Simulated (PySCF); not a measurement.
## Solvent effects on NMR parameters

Structure with atom numbers: `[CH3:1][CH:2]([CH3:3])[O:4][CH:5]([CH3:6])[CH3:7]`. Hydrogens are named by the atom that carries them.

GIAO PBE0/pcSseg-1 in PySCF 2.14.0 with density-fitted response routines on one PBE0-D3(BJ)/def2-SVP conformer, non-relativistic, equivalent nuclei averaged. Solvents enter as an IEF-PCM continuum (chloroform with ε = 4.7, dichloromethane with ε = 8.9, acetone with ε = 20.5) around the gas-phase geometry. Shifts are referred to TMS computed in the same medium.

Gas phase, δ in ppm: C2/C5 68.1, C1/C3/C6/C7 23.3, H(C2)/H(C5) 3.21, H(C1)/H(C3)/H(C6)/H(C7) 1.05. Dipole moment 1.21 D.

(1) How does each δ change in the continuum?

(2) Which nuclei move most (in ppm), and what does the model miss?

## Answers

(1) 
```
                  atoms                        environment  Δδ, chloroform  Δδ, dichloromethane  Δδ, acetone
                  C2/C5                 sp3 CH bonded to O            +0.8                 +0.9         +1.0
            C1/C3/C6/C7                      methyl carbon            +0.4                 +0.5         +0.6
            H(C2)/H(C5)  hydrogen on an sp3 CH bonded to O           +0.10                +0.14        +0.16
H(C1)/H(C3)/H(C6)/H(C7)        hydrogen on a methyl carbon           +0.01                +0.01        +0.01
```

Changes are relative to the gas phase. The dipole moment becomes 1.58 D in chloroform, 1.69 D in dichloromethane, 1.78 D in acetone.

(2) C2/C5 (sp3 CH bonded to O, +1.0 ppm) in acetone. A continuum only polarises the solute; specific hydrogen bonds, the anisotropy of aromatic solvents and changes of geometry or conformer are outside it.
